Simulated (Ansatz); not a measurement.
A nudged elastic band was laid between two geometries of FH$_{4}$MgOSi (8 atoms, charge 1, multiplicity 1).

The calculation used Ansatz 0.2.0, RKS PBE/def2-SVP.

- movable images: 5
- climbing image: yes
- spring: 5.0 eV/Å²
- optimiser: quadratic models (default)
- start path: IDPP
- force threshold: 0.05 eV/Å
- iteration limit: 60
- end points: relaxed

Initial state:

```xyz
8
Properties=species:S:1:pos:R:3
O -0.854 0.091 -0.353
Si 0.443 0.602 0.857
Mg 1.662 -1.470 -0.102
F 0.313 -1.764 -1.333
H -1.565 0.657 -0.721
H -0.531 -0.740 -0.956
H 0.809 1.995 0.435
H -0.276 0.629 2.172
```

Final state:

```xyz
8
Properties=species:S:1:pos:R:3
O -1.146 0.886 -0.272
Si 0.495 0.293 0.558
Mg 1.026 -2.107 -0.380
F 1.219 -3.670 -1.161
H -1.751 1.461 0.248
H -1.157 1.198 -1.205
H 1.352 1.492 0.259
H -0.038 0.447 1.953
```

What changes between the two ends?

No bond is made or broken. The dihedral H6–O1–Si2–Mg3 goes from -5 to -76°.

Give the energies along the band, and the barrier.

The run converged. The highest image is number 3 of 0 to 6, 35.2 kJ/mol above the first end and 9.2 kJ/mol above the last; the last end lies 25.9 kJ/mol above the first. A vibrational analysis at the climbing image gives one clearly imaginary mode, 83i cm⁻¹: a first-order saddle point. Limits of this set-up: the dipole of an ion depends on the origin.

| image | path coordinate (Å) | energy (kJ/mol) | dihedral H6–O1–Si2–Mg3 (°) |
| --- | --- | --- | --- |
| 0 | 0.00 | 0.0 | -5 |
| 1 | 0.50 | 15.6 | -11 |
| 2 | 1.00 | 31.3 | -18 |
| 3 | 1.50 | 35.2 | -27 |
| 4 | 2.17 | 32.4 | -42 |
| 5 | 2.83 | 27.9 | -57 |
| 6 | 3.50 | 25.9 | -76 |

What is the geometry of the highest image?


```xyz
8
Properties=species:S:1:pos:R:3
O -1.018 0.446 -0.282
Si 0.570 0.447 0.798
Mg 1.452 -1.829 -0.108
F 0.699 -2.603 -1.506
H -1.681 1.171 -0.268
H -1.061 -0.028 -1.142
H 1.160 1.768 0.391
H -0.120 0.628 2.118
```

What are the harmonic wavenumbers there?

83i, 77, 151, 182, 288, 320, 371, 493, 628, 665, 739, 836, 900, 1559, 2175, 2203, 3597, 3687 cm⁻¹.

The band took 6 iterations and roughly 50 core-seconds.

Time of the run: 54 s on 1 thread of Intel(R) Xeon(R) 6975P-C (Granite Rapids) (shared host), peak memory 0.17 GiB.
